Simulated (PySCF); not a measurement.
Ti(OH)3(NH2) (H5NO3Ti), SMILES [OH][Ti]([OH])([OH])[NH2], multiplicity 1. Atoms are numbered in the order given.

```xyz
10

Ti     0.0320     0.0225    -0.0067
O      1.4068    -0.4674    -1.0661
H      2.2612    -0.8290    -0.8012
O      0.5304     0.4038     1.6780
H      0.5250     1.2542     2.1334
O     -0.7627     1.4681    -0.7388
H     -1.6820     1.5600    -1.0145
N     -1.1754    -1.4158     0.0805
H     -1.2574    -2.1455    -0.6250
H     -1.7200    -1.6596     0.9058
```

The structure is a stationary point at B3LYP-D3(BJ)/def2-SVP. The multiplicity is an assumed one; no other spin state was optimised. The structure was generated by enumeration; whether it is a known compound was not checked. One conformer was computed; it need not be the lowest.

Two levels are set side by side: PBE/pcSseg-1 (PySCF) and B3LYP/pcSseg-1 (PySCF). GIAO shifts against H2O (¹⁷O), NH3 (¹⁵N), TMS (¹H) at the same level; non-relativistic, no solvent, atoms listed together averaged. Differences are taken from unrounded values.

```json
[
 {"quantity": "δ(¹⁵N) of N8 (ppm)", "B3LYP": "205.6"},
 {"quantity": "δ(¹H) of H9, H10 (ppm)", "B3LYP": "6.33"}
]
```

Question: What does PBE give, and how far is it from B3LYP? (An estimate is asked for; the answer gives what the named calculation found.)

Answer: 
| quantity | PBE | PBE minus B3LYP |
|---|---|---|
| δ(¹⁵N) of N8 (ppm) | 194.3 | -11.3 |
| δ(¹H) of H9, H10 (ppm) | 6.12 | -0.21 |

Rough cost on one machine, each run with all the roots and properties that it gave: B3LYP against PBE within a factor of 2.
